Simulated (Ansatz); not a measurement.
```yaml
crystal:
  periodic: [true, true, true]
  atoms:
    - {symbol: N, position_ang: [-0.147685, -2.024748, 0.078379]}
    - {symbol: Si, position_ang: [-0.449219, -0.353324, -0.523470]}
    - {symbol: F, position_ang: [-1.876104, -0.544350, -0.988162]}
    - {symbol: N, position_ang: [-0.184317, 0.533932, 0.710175]}
    - {symbol: B, position_ang: [0.420130, 1.166686, -0.318455]}
    - {symbol: O, position_ang: [1.543812, 2.215901, -0.666415]}
    - {symbol: H, position_ang: [0.841861, -2.483693, 0.184777]}
    - {symbol: H, position_ang: [-0.894664, -2.787897, -0.554405]}
    - {symbol: H, position_ang: [-0.356014, 1.156008, 1.717479]}
    - {symbol: H, position_ang: [1.584159, 2.874280, 0.137927]}
basis:
  gaussian: {orbitals: cc-pVTZ}
total_charge: 1
magnetization: {spin_polarized: true, initial_magnetization: 1}
hamiltonian: {xc: {name: CAM-B3LYP}, dispersion: d3bjatm}
accuracy: high
scf: {lower_state_search: full}
output: {forces: true}
```

```sh
$ ansatz run in.yaml --threads 4 --pin off --events-out ev --progress --plain --max-ram 10444MiB
```

Output, abridged:

```
Error: YAML parse error: error: line 2 column 3: crystal: missing field `lattice` (a structure is typed as `lattice` and `atoms`, a molecule's as `atoms` in Å alone, or read from a run's directory, `checkpoint`)
 --> <input>:2:3
1 | crystal:
2 |   periodic: [true, true, true]
3 |   atoms:
4 |     - {symbol: N, position_ang: [-0.147685, -2.024748, 0.078379]}
```

(1) Something in this input is off. What?

## Answers

(1) The molecule is marked periodic without a cell. The input was rejected before any iteration.
